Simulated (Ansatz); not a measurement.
```yaml
crystal:
  periodic: [false, false, false]
  atoms:
    - {symbol: C, position_ang: [-2.358537, -1.201176, 0.678603]}
    - {symbol: Si, position_ang: [-1.764006, 0.201023, 0.122217]}
    - {symbol: C, position_ang: [-2.654663, 0.961445, -1.334996]}
    - {symbol: C, position_ang: [-2.123903, 1.342718, 1.775237]}
    - {symbol: N, position_ang: [0.198931, 0.136543, 0.022944]}
    - {symbol: Si, position_ang: [0.832091, 0.236842, -1.520877]}
    - {symbol: C, position_ang: [0.256196, 1.709029, -2.723201]}
    - {symbol: C, position_ang: [2.389579, 0.101211, -1.734383]}
    - {symbol: C, position_ang: [0.087782, -1.422777, -2.728082]}
    - {symbol: Si, position_ang: [1.050833, -0.296111, 1.161791]}
    - {symbol: C, position_ang: [2.678655, 0.772818, 1.429956]}
    - {symbol: C, position_ang: [1.493829, -2.088213, 1.069450]}
    - {symbol: C, position_ang: [0.328812, -0.302354, 3.132635]}
    - {symbol: H, position_ang: [-2.220470, -1.900734, -0.147976]}
    - {symbol: H, position_ang: [-3.511709, -1.176854, 0.952890]}
    - {symbol: H, position_ang: [-1.807543, -1.887840, 1.516372]}
    - {symbol: H, position_ang: [-2.386447, 0.367923, -2.033910]}
    - {symbol: H, position_ang: [-3.802573, 0.838769, -0.888107]}
    - {symbol: H, position_ang: [-2.345316, 1.904562, -1.522359]}
    - {symbol: H, position_ang: [-1.904687, 1.221494, 2.615966]}
    - {symbol: H, position_ang: [-3.262120, 1.889178, 1.532939]}
    - {symbol: H, position_ang: [-1.445895, 2.384955, 1.555622]}
    - {symbol: H, position_ang: [0.473095, 2.641644, -1.775860]}
    - {symbol: H, position_ang: [0.756138, 1.691923, -3.480706]}
    - {symbol: H, position_ang: [-0.805919, 1.808114, -2.885222]}
    - {symbol: H, position_ang: [3.127148, -0.706145, -1.228794]}
    - {symbol: H, position_ang: [3.031977, 0.952205, -1.414799]}
    - {symbol: H, position_ang: [2.667427, -0.027833, -2.847811]}
    - {symbol: H, position_ang: [-1.125199, -1.218095, -2.572314]}
    - {symbol: H, position_ang: [0.325232, -1.222195, -3.680421]}
    - {symbol: H, position_ang: [0.364584, -2.202805, -2.155600]}
    - {symbol: H, position_ang: [3.009784, 0.498697, 2.586854]}
    - {symbol: H, position_ang: [2.425493, 1.673229, 1.302583]}
    - {symbol: H, position_ang: [3.332427, 0.599870, 0.748729]}
    - {symbol: H, position_ang: [0.811186, -2.875566, 1.076985]}
    - {symbol: H, position_ang: [2.117865, -2.231488, 1.823909]}
    - {symbol: H, position_ang: [2.087241, -2.508580, 0.251244]}
    - {symbol: H, position_ang: [0.126260, 0.748019, 3.415810]}
    - {symbol: H, position_ang: [0.904815, -0.554857, 3.735809]}
    - {symbol: H, position_ang: [-0.783751, -0.835897, 3.146921]}
basis:
  gaussian: {orbitals: def2-TZVP, point_charges: [{charge: -1.00, position_ang: [7.981, 0.343, -0.824]}]}
hamiltonian: {xc: {name: PBE}, dispersion: d3bj}
relax: {f_tol: 0.0001, max_steps: 3}
```

```sh
$ ansatz run in.yaml --threads 11 --pin off --events-out ev --progress --plain --max-ram 174080MiB --backend cuda --devices 0, --max-vram 75GiB
```

Output, abridged:

```
Functional definition: PBE
  name "PBE"
  cite "Perdew, Burke & Ernzerhof, Phys. Rev. Lett. 77, 3865 (1996) doi:10.1103/PhysRevLett.77.3865"
  parent pbe
  parameter kappa = 0.804
  parameter beta = 0.06672455060314922
  exchange = pbe_x(kappa = kappa, mu = beta*pi^2/3)
  correlation = pbe_c(beta = beta)
3719 factors; their error is unknown
mean field evaluation 1: about -34784.0062 eV, gradient 1.9e2 eV
mean field evaluation 2: about -34656.9583 eV, gradient 2.6e2 eV
mean field evaluation 4: about -34860.2630 eV, gradient 3.9e1 eV
mean field evaluation 8: about -34863.8957 eV, gradient 3.6e-1 eV
mean field evaluation 16: about -34863.8066 eV, gradient 4.8e-2 eV
mean field -34863.80659021 eV, -1281.2212606532 hartree, gradient 2.2e-5 eV, S^2 0.000000; 0 other end points of the search recorded, 0 dependent functions left out
the calculation of the forces begins
reference -34863.80666327 eV, -1281.2212633382 hartree; 65, 65 occupied and 518, 518 virtual orbitals, 3719 factors
relax step   1: F+E_penalty+E_count = -34865.25620893 eV  Δ(F+E_penalty+E_count) = +0.000e0 eV  max|allowed force component| = 1.675e1 eV/Å  Δτ_max = 0.0000 Å  (36 SCF iters, accepted)
these checks for a lower state are left out or cut short: starts, cluster_reference, orbital_swaps, neighbouring_geometries, increment
3719 factors; their error is unknown
mean field evaluation 32: about -34876.2265 eV, gradient 1.2e-5 eV
mean field -34876.22645669 eV, -1281.6776823279 hartree, gradient 1.2e-5 eV, S^2 0.000000; 0 other end points of the search recorded, 0 dependent functions left out
the calculation of the forces begins
reference -34876.22653141 eV, -1281.6776850738 hartree; 65, 65 occupied and 518, 518 virtual orbitals, 3719 factors
relax step   2: F+E_penalty+E_count = -34877.65806465 eV  Δ(F+E_penalty+E_count) = -1.240e1 eV  max|allowed force component| = 6.407e0 eV/Å  Δτ_max = 0.1991 Å  (37 SCF iters, accepted)
these checks for a lower state are left out or cut short: starts, cluster_reference, orbital_swaps, neighbouring_geometries, increment
3719 factors; their error is unknown
mean field -34878.45744487 eV, -1281.7596696314 hartree, gradient 1.3e-5 eV, S^2 0.000000; 0 other end points of the search recorded, 0 dependent functions left out
the calculation of the forces begins
reference -34878.45751980 eV, -1281.7596723851 hartree; 65, 65 occupied and 518, 518 virtual orbitals, 3719 factors
relax step   3: F+E_penalty+E_count = -34879.88674116 eV  Δ(F+E_penalty+E_count) = -2.229e0 eV  max|allowed force component| = 1.775e0 eV/Å  Δτ_max = 0.1947 Å  (38 SCF iters, accepted)
Error: geometry relaxation did not converge after 3 steps: max|allowed force component| = 1.78e0 eV/Å (threshold 1.0e-4). Raise `relax.max_steps` over both its present limit and 3, loosen `relax.f_tol`, or start from a geometry closer to equilibrium. Where this run's directory can be resumed (`checkpoint.write`), a resume goes on for up to `relax.max_steps` more
```

Problem. What is wrong with this run?

Solution. The relaxation is allowed too few steps for its threshold. The run did not converge.
